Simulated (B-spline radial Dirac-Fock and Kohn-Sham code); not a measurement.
Dipole and non-dipole photoemission parameters of Hg²⁺ 5d3/2

System: mercury as Hg²⁺ in the configuration [Xe] 4f14 5d10; threshold 35.63 eV (orbital energy of the model). The computed values come from an atomic code on a B-spline grid: Dirac-Hartree-Slater photoionisation with a Latter tail; cross sections with all multipoles, angular parameters from the dipole term and its interference with E2.

For linearly polarised light dσ/dΩ = σ/(4π) [1 + β P₂(cos θ) + (δ + γ cos²θ) sin θ cos φ], with θ from the polarisation vector and φ the angle between the beam and the projection of the electron momentum on the plane normal to the polarisation.

```
hν (eV)  σ (kb)      β       γ       δ
   59.6    7860  0.730  -0.007   0.006
     60    7680  0.740  -0.007   0.007
     80    2630  1.191   0.007   0.014
     90    1640  1.382   0.031   0.018
   95.2    1300  1.474   0.049   0.020
    150     162  1.950   0.392  -0.005
    168    94.4  1.697   0.463  -0.025
    253       ?      ?       ?       ?
    429    44.6  0.066   0.125   0.061
    554    40.8  0.473   0.200   0.034
    638    36.9  0.649   0.196   0.020
    684    34.8  0.726   0.185   0.015
    747    32.0  0.815   0.164   0.009
    800    29.8  0.878   0.145   0.006
   1080    20.3  1.099   0.043  -0.001
 1253.6    16.2  1.183   0.000   0.000
 1486.9    12.2  1.260  -0.032   0.004
   1920    7.64  1.345  -0.032   0.013
   2000    7.05  1.355  -0.026   0.015
   2240    5.60  1.379   0.002   0.020
   3210    2.52  1.418   0.182   0.038
   3450    2.12  1.419   0.235   0.042
   3680    1.81  1.418   0.286   0.046
   3800    1.67  1.417   0.314   0.048
 5414.7   0.665  1.384   0.672   0.073
 8047.8   0.215  1.300   1.164   0.114
   9070   0.150  1.267   1.325   0.129
  10000   0.111  1.237   1.459   0.144
  11900  0.0645  1.180   1.699   0.174
```

Q: Give the values at 253 eV.

A: σ = 38.5 kb, β = -0.642, γ = -0.070, δ = 0.039.
